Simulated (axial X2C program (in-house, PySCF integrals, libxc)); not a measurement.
**CaC⁺: cheaper levels and CCSD(T), 2c**

Computed with an in-house relativistic program for diatomic molecules. Two-component (2c) means X2C with spin–orbit coupling and atomic mean-field two-electron Coulomb and Gaunt terms. Basis: Ca dyall-cv3z [11s12p6d4f], C dyall-v3z [7s6p2d1f] (cores contracted in-house); Gaussian nuclei, density fitting, unrestricted open shells. Masses: Ca 39.963 u, C 12.000 u.

State: Ω = 3/2 (⟨Sz⟩ = 1.50, ⟨Lz⟩ = 0.00 at HF); fragments Ca+ + C.

```json
{"level": "PBE0", "Re (Å)": "2.159", "ωe (cm⁻¹)": "592.1", "De (eV)": "2.68"}
{"level": "HF", "Re (Å)": "2.215", "ωe (cm⁻¹)": "594.5", "De (eV)": "1.55"}
{"level": "MP2", "Re (Å)": "2.174", "ωe (cm⁻¹)": "596.6", "De (eV)": "2.18"}
{"level": "PBE50", "Re (Å)": "2.156", "ωe (cm⁻¹)": "609.1", "De (eV)": "2.52"}
```

Correlated methods: 13 electrons correlated (number of frozen shells: Ca 2 s, 1 p; C 1 s), 228 virtual spin orbitals or spinors in MP2, 90 natural virtuals in coupled cluster.

CCSD(T), same Hamiltonian and basis:

Re = 2.184 Å, ωe = 587.3 cm⁻¹, De = 2.11 eV; T1 = 0.015 (Lee–Taylor normalisation).

Q: Give the differences from CCSD(T) in the columns below.

A: 

```
level  ΔRe (Å)  Δωe (cm⁻¹)  ΔDe (eV)
 PBE0   -0.025           5      0.57
   HF    0.031           7     -0.56
  MP2   -0.010           9      0.07
PBE50   -0.028          22      0.41
```

One determinant describes the state; a PBE0 search over occupations chose it and may have missed a lower one. Dissociation energies refer to the lowest single-determinant-based atoms at the same level and basis. Density functionals use the spin component along the axis (collinear). Coupled cluster ran in a truncated set of natural virtual spinors; the MP2 energy of the rest was added. (T) has no such correction and the atoms are truncated less, which lowers De at CCSD(T) by a hundredth of an eV or more. The 2c atoms are single determinants rather than J levels; their spin–orbit lowering is only partly caught, and De is too large by that part. This holds for PBE0, MP2, PBE50, CCSD(T). The functionals have no current-density term, which raises determinants with orbital currents, atoms included. With several unpaired electrons one determinant need not be a pure state. This is the top spin component of a Σ state; components of lower Ω are not single determinants and can lie lower.
